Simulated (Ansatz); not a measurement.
Geometry optimisation, RHF/6-31G* (Ansatz).

Input file:

```yaml
crystal:
  periodic: [false, false, false]
  atoms:
    - { symbol: B, position_ang: [0.133675, -0.205821, 0.092684] }
    - { symbol: "N", position_ang: [0.109565, -0.567673, 1.527243] }
    - { symbol: H, position_ang: [-0.748985, -0.7544, 1.992165] }
    - { symbol: H, position_ang: [0.901197, -0.959037, 1.989547] }
    - { symbol: "N", position_ang: [1.327786, -0.174668, -0.643624] }
    - { symbol: H, position_ang: [2.216663, -0.424944, -0.268637] }
    - { symbol: H, position_ang: [1.362412, 0.137363, -1.586141] }
    - { symbol: H, position_ang: [-0.89707, 0.09104, -0.42644] }
    - { symbol: P, position_ang: [-0.353785, 2.760669, 0.945448] }
    - { symbol: H, position_ang: [-1.73617, 2.513533, 0.901597] }
    - { symbol: H, position_ang: [-0.436243, 3.757236, 1.934291] }
    - { symbol: H, position_ang: [-0.055344, 1.685003, 1.808469] }
basis:
  gaussian: { orbitals: "6-31G*" }
hamiltonian:
  xc: hf
relax:
  f_tol: 0.03
  max_steps: 50
```

Command:

```bash
$ ansatz run input.yaml --threads 1 --pin off --max-ram 2048MiB --backend cpu --events-out ev --progress --plain --runs-dir out
```

Where does it end, and by what steps?

The run converged. The force dipped under the threshold on the way, but the program's further checks kept it going. After 44 steps the energy has fallen by 0.418 eV; H10 moved furthest, 1.65 Å.

| step | energy less start (eV) | largest force component (eV/Å) | accepted |
| --- | --- | --- | --- |
| 0 | 0.0000 | 2.023 | yes |
| 2 | -0.3376 | 0.438 | yes |
| 4 | -0.3758 | 0.108 | yes |
| 6 | -0.3783 | 0.067 | yes |
| 8 | -0.3717 | 0.422 | no |
| 10 | -0.3797 | 0.016 | yes |
| 12 | -0.3810 | 0.047 | yes |
| 14 | -0.3817 | 0.271 | no |
| 16 | -0.3854 | 0.138 | yes |
| 18 | -0.3907 | 0.156 | yes |
| 20 | -0.4011 | 0.227 | yes |
| 22 | -0.4068 | 0.058 | yes |
| 24 | -0.4086 | 0.139 | yes |
| 26 | -0.4104 | 0.045 | yes |
| 28 | -0.4085 | 0.305 | no |
| 30 | -0.4116 | 0.149 | no |
| 32 | -0.4127 | 0.072 | yes |
| 34 | -0.4134 | 0.086 | yes |
| 36 | -0.4143 | 0.098 | yes |
| 38 | -0.4150 | 0.122 | yes |
| 40 | -0.4163 | 0.061 | yes |
| 42 | -0.4172 | 0.062 | yes |
| 44 | -0.4180 | 0.026 | yes |

```xyz
12
Properties=species:S:1:pos:R:3
B 0.060 -0.871 0.092
N 0.240 -1.248 1.440
H -0.332 -1.931 1.880
H 0.957 -0.889 2.030
N 0.873 0.092 -0.548
H 1.647 0.548 -0.118
H 0.753 0.333 -1.505
H -0.825 -1.377 -0.532
P 0.150 3.215 1.385
H -0.550 3.401 0.184
H -0.415 4.318 2.042
H -0.734 2.266 1.917
```

Whether the end is a true minimum wasn't checked by a vibrational analysis.

Time of the run: 59 s on 1 thread of Arm Neoverse V2, with other jobs on the host, peak memory 0.14 GiB.
